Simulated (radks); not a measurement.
Values are calculated unless marked as measured or tabulated.
Mean orbital radii <r> (bohr) of neutral rhodium, [Kr] 4d8 5s1, at several levels of relativity; Dirac values are averaged over j with weights 2j + 1. Spin-unpolarised spherical Kohn-Sham, PBE, point nucleus unless stated (finite: rms radius 4.4945 fm), a radial shooting solver on a logarithmic mesh with Libxc functionals. A level marked "c x" has the speed of light scaled by that factor and shares open shells by 2j + 1; other Dirac levels either fill j = l - 1/2 first or share by 2j + 1.

| shell | non-rel. | scalar-rel., finite nucleus | Dirac, 2j+1 shares | Dirac, c x 0.75 | change of magnitude, last against first (%) |
|---|---|---|---|---|---|
| 1s | 0.03385 | 0.03263 | 0.03263 | 0.03162 | -6.58 |
| 2s | 0.1473 | 0.1419 | 0.1416 | 0.1369 | -7.01 |
| 2p | 0.1260 | 0.1237 | 0.1235 | 0.1216 | -3.44 |
| 3s | 0.4030 | 0.3907 | 0.3904 | 0.3802 | -5.67 |
| 3p | 0.3959 | 0.3905 | 0.3902 | 0.3857 | -2.57 |
| 3d | 0.3700 | 0.3704 | 0.3704 | 0.3709 | +0.26 |
| 4s | 1.010 | 0.9803 | 0.9804 | 0.9563 | -5.32 |
| 4p | 1.095 | 1.082 | 1.082 | 1.072 | -2.14 |
| 4d | 1.570 | 1.592 | 1.593 | 1.611 | +2.59 |
| 5s | 3.463 | 3.306 | 3.307 | 3.180 | -8.18 |
